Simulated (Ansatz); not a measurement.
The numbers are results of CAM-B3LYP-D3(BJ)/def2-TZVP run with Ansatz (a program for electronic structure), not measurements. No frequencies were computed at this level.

Ansatz 0.2 input:
```yaml
crystal:
  periodic: [false, false, false]
  atoms:
    - { symbol: B, position_ang: [-0.131429, 0.637507, 1.424456] }
    - { symbol: C, position_ang: [-0.167375, 0.002967, 0.010162] }
    - { symbol: C, position_ang: [-1.449203, -0.207418, -0.669559] }
    - { symbol: C, position_ang: [-2.602213, 0.350255, -0.322001] }
    - { symbol: C, position_ang: [0.934661, -0.435267, -0.635279] }
    - { symbol: C, position_ang: [2.339306, -0.373833, -0.151789] }
    - { symbol: H, position_ang: [-0.995943, 0.420416, 2.181637] }
    - { symbol: H, position_ang: [0.751387, 1.325675, 1.764217] }
    - { symbol: H, position_ang: [-1.418997, -0.848476, -1.544547] }
    - { symbol: H, position_ang: [-2.683701, 1.01026, 0.524599] }
    - { symbol: H, position_ang: [-3.508212, 0.165975, -0.874996] }
    - { symbol: H, position_ang: [0.820612, -0.926823, -1.598091] }
    - { symbol: H, position_ang: [2.441862, 0.285015, 0.704327] }
    - { symbol: H, position_ang: [2.674479, -1.370465, 0.141254] }
    - { symbol: H, position_ang: [2.994765, -0.035784, -0.954388] }
basis:
  gaussian: { orbitals: def2-tzvp }
hamiltonian:
  xc: cam_b3lyp
  dispersion: d3bj
relax:
  max_steps: 150
```

Output:

```
[...]
reference -6004.88026401 eV, -220.6752794484 hartree; 22, 22 occupied and 218, 218 virtual orbitals, 1465 factors
relax step   1: F+E_penalty+E_count = -6005.13207283 eV  Δ(F+E_penalty+E_count) = +0.000e0 eV  max|allowed force component| = 7.200e-1 eV/Å  Δτ_max = 0.0000 Å  (31 SCF iters, accepted)
these checks for a lower state are left out or cut short: starts, cluster_reference, orbital_swaps, neighbouring_geometries, increment
1465 factors; their error is unknown
511 factors; integrals over basis functions are off by at most 4.4e-7 eV
mean field -6004.91999883 eV, -220.6767396760 hartree, gradient 1.1e-5 eV, S^2 0.000000; 0 other end points of the search recorded, 0 dependent functions left out
reference -6004.92015015 eV, -220.6767452371 hartree; 22, 22 occupied and 218, 218 virtual orbitals, 1465 factors
relax step   2: F+E_penalty+E_count = -6005.17180332 eV  Δ(F+E_penalty+E_count) = -3.973e-2 eV  max|allowed force component| = 2.891e-1 eV/Å  Δτ_max = 0.1143 Å  (34 SCF iters, accepted)
these checks for a lower state are left out or cut short: starts, cluster_reference, orbital_swaps, neighbouring_geometries, increment
1465 factors; their error is unknown
511 factors; integrals over basis functions are off by at most 4.3e-7 eV
mean field evaluation 32: about -6004.9080 eV, gradient 1.1e-5 eV
mean field -6004.90804913 eV, -220.6763005327 hartree, gradient 1.1e-5 eV, S^2 0.000000; 0 other end points of the search recorded, 0 dependent functions left out
reference -6004.90820045 eV, -220.6763060937 hartree; 22, 22 occupied and 218, 218 virtual orbitals, 1465 factors
relax step   3: F+E_penalty+E_count = -6005.15952016 eV  Δ(F+E_penalty+E_count) = +1.228e-2 eV  max|allowed force component| = 7.184e-1 eV/Å  Δτ_max = 0.1956 Å  (34 SCF iters, rejected (line search))
these checks for a lower state are left out or cut short: starts, cluster_reference, orbital_swaps, neighbouring_geometries, increment
1465 factors; their error is unknown
511 factors; integrals over basis functions are off by at most 4.2e-7 eV
mean field -6004.93623907 eV, -220.6773364938 hartree, gradient 9.4e-6 eV, S^2 0.000000; 0 other end points of the search recorded, 0 dependent functions left out
reference -6004.93639026 eV, -220.6773420501 hartree; 22, 22 occupied and 218, 218 virtual orbitals, 1465 factors
relax step   4: F+E_penalty+E_count = -6005.18784873 eV  Δ(F+E_penalty+E_count) = -1.605e-2 eV  max|allowed force component| = 1.395e-1 eV/Å  Δτ_max = 0.0978 Å  (34 SCF iters, accepted)
these checks for a lower state are left out or cut short: starts, cluster_reference, orbital_swaps, neighbouring_geometries, increment
1465 factors; their error is unknown
511 factors; integrals over basis functions are off by at most 4.4e-7 eV
mean field -6004.94683184 eV, -220.6777257710 hartree, gradient 9.2e-6 eV, S^2 0.000000; 0 other end points of the search recorded, 0 dependent functions left out
reference -6004.94698292 eV, -220.6777313232 hartree; 22, 22 occupied and 218, 218 virtual orbitals, 1465 factors
relax step   5: F+E_penalty+E_count = -6005.19816732 eV  Δ(F+E_penalty+E_count) = -1.032e-2 eV  max|allowed force component| = 1.234e-1 eV/Å  Δτ_max = 0.0982 Å  (34 SCF iters, accepted)
these checks for a lower state are left out or cut short: starts, cluster_reference, orbital_swaps, neighbouring_geometries, increment
1465 factors; their error is unknown
511 factors; integrals over basis functions are off by at most 5.2e-7 eV
mean field -6004.95709509 eV, -220.6781029384 hartree, gradient 1.0e-5 eV, S^2 0.000000; 0 other end points of the search recorded, 0 dependent functions left out
reference -6004.95724605 eV, -220.6781084862 hartree; 22, 22 occupied and 218, 218 virtual orbitals, 1465 factors
relax step   6: F+E_penalty+E_count = -6005.20803525 eV  Δ(F+E_penalty+E_count) = -9.868e-3 eV  max|allowed force component| = 1.027e-1 eV/Å  Δτ_max = 0.1500 Å  (34 SCF iters, accepted)
these checks for a lower state are left out or cut short: starts, cluster_reference, orbital_swaps, neighbouring_geometries, increment
1465 factors; their error is unknown
511 factors; integrals over basis functions are off by at most 6.1e-7 eV
mean field -6004.95460866 eV, -220.6780115640 hartree, gradient 9.8e-6 eV, S^2 0.000000; 0 other end points of the search recorded, 0 dependent functions left out
reference -6004.95476009 eV, -220.6780171286 hartree; 22, 22 occupied and 218, 218 virtual orbitals, 1465 factors
relax step   7: F+E_penalty+E_count = -6005.20553734 eV  Δ(F+E_penalty+E_count) = +2.498e-3 eV  max|allowed force component| = 7.556e-1 eV/Å  Δτ_max = 0.1539 Å  (34 SCF iters, rejected (line search))
these checks for a lower state are left out or cut short: starts, cluster_reference, orbital_swaps, neighbouring_geometries, increment
1465 factors; their error is unknown
511 factors; integrals over basis functions are off by at most 5.7e-7 eV
mean field evaluation 64: about -6004.9605 eV, gradient 6.0e-1 eV
mean field -6004.96102104 eV, -220.6782472146 hartree, gradient 2.1e-5 eV, S^2 0.000000; 0 other end points of the search recorded, 0 dependent functions left out
reference -6004.96117206 eV, -220.6782527643 hartree; 22, 22 occupied and 218, 218 virtual orbitals, 1465 factors
relax step   8: F+E_penalty+E_count = -6005.21188171 eV  Δ(F+E_penalty+E_count) = -3.846e-3 eV  max|allowed force component| = 5.638e-2 eV/Å  Δτ_max = 0.0769 Å  (34 SCF iters, accepted)
these checks for a lower state are left out or cut short: starts, cluster_reference, orbital_swaps, neighbouring_geometries, increment
1465 factors; their error is unknown
511 factors; integrals over basis functions are off by at most 6.2e-7 eV
mean field -6004.96393048 eV, -220.6783541343 hartree, gradient 8.3e-6 eV, S^2 0.000000; 0 other end points of the search recorded, 0 dependent functions left out
reference -6004.96408173 eV, -220.6783596928 hartree; 22, 22 occupied and 218, 218 virtual orbitals, 1465 factors
relax step   9: F+E_penalty+E_count = -6005.21465854 eV  Δ(F+E_penalty+E_count) = -2.777e-3 eV  max|allowed force component| = 6.769e-2 eV/Å  Δτ_max = 0.0989 Å  (34 SCF iters, accepted)
these checks for a lower state are left out or cut short: starts, cluster_reference, orbital_swaps, neighbouring_geometries, increment
1465 factors; their error is unknown
511 factors; integrals over basis functions are off by at most 6.8e-7 eV
mean field -6004.95752955 eV, -220.6781189045 hartree, gradient 9.4e-6 eV, S^2 0.000000; 0 other end points of the search recorded, 0 dependent functions left out
reference -6004.95768127 eV, -220.6781244801 hartree; 22, 22 occupied and 218, 218 virtual orbitals, 1465 factors
relax step  10: F+E_penalty+E_count = -6005.20803264 eV  Δ(F+E_penalty+E_count) = +6.626e-3 eV  max|allowed force component| = 3.021e-1 eV/Å  Δτ_max = 0.1464 Å  (34 SCF iters, rejected (line search))
these checks for a lower state are left out or cut short: starts, cluster_reference, orbital_swaps, neighbouring_geometries, increment
1465 factors; their error is unknown
511 factors; integrals over basis functions are off by at most 6.4e-7 eV
mean field -6004.96512778 eV, -220.6783981345 hartree, gradient 2.1e-5 eV, S^2 0.000000; 0 other end points of the search recorded, 0 dependent functions left out
reference -6004.96527917 eV, -220.6784036978 hartree; 22, 22 occupied and 218, 218 virtual orbitals, 1465 factors
relax step  11: F+E_penalty+E_count = -6005.21577128 eV  Δ(F+E_penalty+E_count) = -1.113e-3 eV  max|allowed force component| = 1.415e-1 eV/Å  Δτ_max = 0.0732 Å  (34 SCF iters, accepted)
these checks for a lower state are left out or cut short: starts, cluster_reference, orbital_swaps, neighbouring_geometries, increment
1465 factors; their error is unknown
511 factors; integrals over basis functions are off by at most 6.8e-7 eV
mean field evaluation 96: about -6004.9660 eV, gradient 2.0e-5 eV
mean field -6004.96603329 eV, -220.6784314113 hartree, gradient 2.0e-5 eV, S^2 0.000000; 0 other end points of the search recorded, 0 dependent functions left out
reference -6004.96618483 eV, -220.6784369803 hartree; 22, 22 occupied and 218, 218 virtual orbitals, 1465 factors
relax step  12: F+E_penalty+E_count = -6005.21664732 eV  Δ(F+E_penalty+E_count) = -8.760e-4 eV  max|allowed force component| = 1.041e-1 eV/Å  Δτ_max = 0.0747 Å  (34 SCF iters, accepted)
these checks for a lower state are left out or cut short: starts, cluster_reference, orbital_swaps, neighbouring_geometries, increment
1465 factors; their error is unknown
511 factors; integrals over basis functions are off by at most 6.8e-7 eV
mean field -6004.96647671 eV, -220.6784477067 hartree, gradient 1.1e-5 eV, S^2 0.000000; 0 other end points of the search recorded, 0 dependent functions left out
reference -6004.96662820 eV, -220.6784532739 hartree; 22, 22 occupied and 218, 218 virtual orbitals, 1465 factors
relax step  13: F+E_penalty+E_count = -6005.21712858 eV  Δ(F+E_penalty+E_count) = -4.813e-4 eV  max|allowed force component| = 6.609e-2 eV/Å  Δτ_max = 0.0120 Å  (34 SCF iters, accepted)
these checks for a lower state are left out or cut short: starts, cluster_reference, orbital_swaps, neighbouring_geometries, increment
1465 factors; their error is unknown
511 factors; integrals over basis functions are off by at most 6.8e-7 eV
mean field -6004.96685634 eV, -220.6784616577 hartree, gradient 1.0e-5 eV, S^2 0.000000; 0 other end points of the search recorded, 0 dependent functions left out
reference -6004.96700780 eV, -220.6784672239 hartree; 22, 22 occupied and 218, 218 virtual orbitals, 1465 factors
relax step  14: F+E_penalty+E_count = -6005.21750979 eV  Δ(F+E_penalty+E_count) = -3.812e-4 eV  max|allowed force component| = 3.123e-2 eV/Å  Δτ_max = 0.0057 Å  (35 SCF iters, accepted)
these checks for a lower state are left out or cut short: starts, cluster_reference, orbital_swaps, neighbouring_geometries, increment
1465 factors; their error is unknown
511 factors; integrals over basis functions are off by at most 6.9e-7 eV
mean field -6004.96700022 eV, -220.6784669454 hartree, gradient 1.1e-5 eV, S^2 0.000000; 0 other end points of the search recorded, 0 dependent functions left out
reference -6004.96715166 eV, -220.6784725107 hartree; 22, 22 occupied and 218, 218 virtual orbitals, 1465 factors
relax step  15: F+E_penalty+E_count = -6005.21766096 eV  Δ(F+E_penalty+E_count) = -1.512e-4 eV  max|allowed force component| = 1.546e-2 eV/Å  Δτ_max = 0.0162 Å  (33 SCF iters, accepted)
these checks for a lower state are left out or cut short: starts, cluster_reference, orbital_swaps, neighbouring_geometries, increment
1465 factors; their error is unknown
511 factors; integrals over basis functions are off by at most 7.0e-7 eV
mean field -6004.96709195 eV, -220.6784703162 hartree, gradient 9.9e-6 eV, S^2 0.000000; 0 other end points of the search recorded, 0 dependent functions left out
reference -6004.96724335 eV, -220.6784758801 hartree; 22, 22 occupied and 218, 218 virtual orbitals, 1465 factors
relax step  16: F+E_penalty+E_count = -6005.21776276 eV  Δ(F+E_penalty+E_count) = -1.018e-4 eV  max|allowed force component| = 8.665e-3 eV/Å  Δτ_max = 0.0254 Å  (34 SCF iters, accepted)
these checks for a lower state are left out or cut short: starts, cluster_reference, orbital_swaps, neighbouring_geometries, increment
1465 factors; their error is unknown
511 factors; integrals over basis functions are off by at most 7.0e-7 eV
mean field evaluation 128: about -6004.9671 eV, gradient 4.0e-4 eV
mean field -6004.96710925 eV, -220.6784709520 hartree, gradient 1.1e-5 eV, S^2 0.000000; 0 other end points of the search recorded, 0 dependent functions left out
reference -6004.96726064 eV, -220.6784765154 hartree; 22, 22 occupied and 218, 218 virtual orbitals, 1465 factors
relax step  17: F+E_penalty+E_count = -6005.21778348 eV  Δ(F+E_penalty+E_count) = -2.071e-5 eV  max|allowed force component| = 7.100e-3 eV/Å  Δτ_max = 0.0127 Å  (34 SCF iters, accepted)
1465 factors; their error is unknown
511 factors; integrals over basis functions are off by at most 7.0e-7 eV
mean field -6004.96710925 eV, -220.6784709520 hartree, gradient 1.0e-5 eV, S^2 0.000000; 1 other end points of the search recorded, 0 dependent functions left out
reference -6004.96726064 eV, -220.6784765154 hartree; 22, 22 occupied and 218, 218 virtual orbitals, 1465 factors
Total energy: -6005.21793486 eV, -220.6876886233 hartree
Atom 0 at    -0.102078     0.747941     1.381833 Å, force    -0.007100    -0.001813    -0.005375 eV/Å
Atom 1 at    -0.173840     0.033900     0.023201 Å, force    -0.003374    -0.000028     0.001291 eV/Å
Atom 2 at    -1.454552    -0.168127    -0.682675 Å, force    -0.001115     0.002833     0.003080 eV/Å
Atom 3 at    -2.658272     0.219229    -0.284341 Å, force     0.002666    -0.003485    -0.000483 eV/Å
Atom 4 at     0.932414    -0.442065    -0.586203 Å, force     0.003371    -0.001699     0.001479 eV/Å
Atom 5 at     2.349122    -0.396358    -0.140534 Å, force    -0.004938    -0.000657    -0.004127 eV/Å
Atom 6 at    -1.080730     1.164259     1.915671 Å, force     0.002763    -0.000748    -0.001421 eV/Å
Atom 7 at     0.934004     0.905956     1.942223 Å, force     0.004919     0.001877     0.004829 eV/Å
Atom 8 at    -1.379233    -0.693805    -1.631948 Å, force     0.001244     0.001176    -0.002244 eV/Å
Atom 9 at    -2.817319     0.745851     0.646015 Å, force     0.000383     0.001102    -0.001240 eV/Å
Atom 10 at    -3.531155     0.015634    -0.889304 Å, force    -0.000760    -0.000168     0.001426 eV/Å
Atom 11 at     0.794275    -0.936987    -1.547826 Å, force    -0.000595     0.001838     0.000250 eV/Å
Atom 12 at     2.482112     0.090897     0.819210 Å, force    -0.000169     0.001647     0.002947 eV/Å
Atom 13 at     2.750336    -1.411306    -0.078925 Å, force     0.001967    -0.000556     0.000798 eV/Å
Atom 14 at     2.954915     0.124984    -0.886395 Å, force     0.000738    -0.001319    -0.001210 eV/Å
Dipole moment:     0.246072    -0.138307    -0.197143 e Å
```

Cost: roughly 6 core-minutes.
